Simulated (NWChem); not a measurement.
System: GeSiH4OCl2; SMILES Cl[SiH]([O][GeH3])Cl

```xyz
9

Si    -0.0002     1.0872    -0.6940
Cl    -1.6769     1.6986     0.3599
Cl     1.6672     1.7176     0.3634
O      0.0092    -0.5205    -0.8998
Ge     0.0029    -1.9943     0.1683
H     -0.0024     1.7584    -2.0013
H     -1.3027    -1.9739     0.9904
H      0.0530    -3.1693    -0.8253
H      1.2547    -1.9302     1.0682
```
Atoms are numbered in this order, from 1.

Computed with NWChem. Pople sets run with spherical d functions. The geometry was optimised at B3LYP/6-31G* (spherical d). Ions are spin-unrestricted doublets at the neutral geometry; other ion states weren't tried.

### Question
Taking PBE0/6-311G** as the yardstick, which of these has the fewest basis functions while keeping “vertical ionisation energy, ΔSCF (eV)” within 0.2 eV of it: PBE0/STO-3G; PBE0/3-21G; PBE0/6-31G*?

### Answer
PBE0/3-21G.
```
level          basis functions  vertical ionisation energy, ΔSCF (eV)
-------------  ---------------  -------------------------------------
PBE0/STO-3G                 54                                   8.07
PBE0/3-21G                  78                                  11.03
PBE0/6-31G*                108                                  10.86
PBE0/6-311G**              164                                  10.95
```

The yardstick is one finite set, not the basis-set limit.
